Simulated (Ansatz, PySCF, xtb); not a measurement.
Process, species as SMILES: C[Si](C)(C)CO + 5 [H][H] (H2) → 4 C (CH4) + O (H2O) + [SiH4] (SiH4)
Each molecule is optimised on its own at B3LYP-D3(BJ)/def2-TZVP (Ansatz, an electronic-structure program), one conformer each, not searched for the lowest.

Wanted: energy of full hydrogenation (0 K, with B3LYP-D3(BJ) harmonic zero-point energies from PySCF), in kcal/mol. Correlated levels leave the core frozen unless marked. No spin-orbit coupling. No relativistic terms. CBS(X,Y): correlation extrapolated as X^-3; Hartree-Fock from the larger set.

```tsv
level	program	energy of full hydrogenation (kcal/mol)
GFN2-xTB	xtb	-99.1
```

### Question
Estimate the value at CCSD(T)/CBS(cc-pV(T+d)Z,cc-pV(Q+d)Z) as computed with Ansatz.

### Answer
-37.7 kcal/mol, so GFN2-xTB differs from it by -61.4 kcal/mol.
